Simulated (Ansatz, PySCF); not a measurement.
Gas-phase reaction R1 + R2 → P1 + P2, each structure at its B3LYP-D3(BJ)/def2-TZVP stationary point, reached from a drawn start (curvature not checked).
R1, SiH4 (SMILES [SiH4]) (charge 0, multiplicity 1):
```xyz
5

Si     0.00000    -0.00002     0.00000
H     -0.16918     1.22342    -0.81594
H     -0.74394     0.14788     1.27117
H      1.43702    -0.20474     0.29024
H     -0.52390    -1.16663    -0.74546
```
P1: Si2H6 (SMILES [SiH3][SiH3]), charge 0, multiplicity 1.
R2: FH3Si (SMILES F[SiH3]), charge 0, multiplicity 1.
P2, HF (SMILES F) (charge 0, multiplicity 1):
```xyz
2

F      0.000     0.000     0.462
H      0.000     0.000    -0.462
```

P less R. No zero-point or thermal terms.

Frozen-core correlation throughout.

Codes used: Ansatz (a program for electronic structure) with Gaussian orbitals; PySCF for the D3/D4 terms. No computed number here is a measurement.

The comparison value is 30.79 kcal/mol (CCSD(T)/cc-pV(Q+d)Z). It is a level with limits of its own, not the exact answer.

Order these levels by how close they come to the comparison value for the reaction energy, closest first: CAM-B3LYP-D3(BJ)/def2-TZVPP, r2SCAN/def2-TZVPP, revPBE/def2-TZVPP, BHLYP/def2-TZVPP, PBE/def2-TZVPP. Give each level's value less the comparison value.

r2SCAN/def2-TZVPP (-1.28 kcal/mol), CAM-B3LYP-D3(BJ)/def2-TZVPP (1.55 kcal/mol), BHLYP/def2-TZVPP (3.45 kcal/mol), revPBE/def2-TZVPP (-5.27 kcal/mol), PBE/def2-TZVPP (-5.45 kcal/mol)
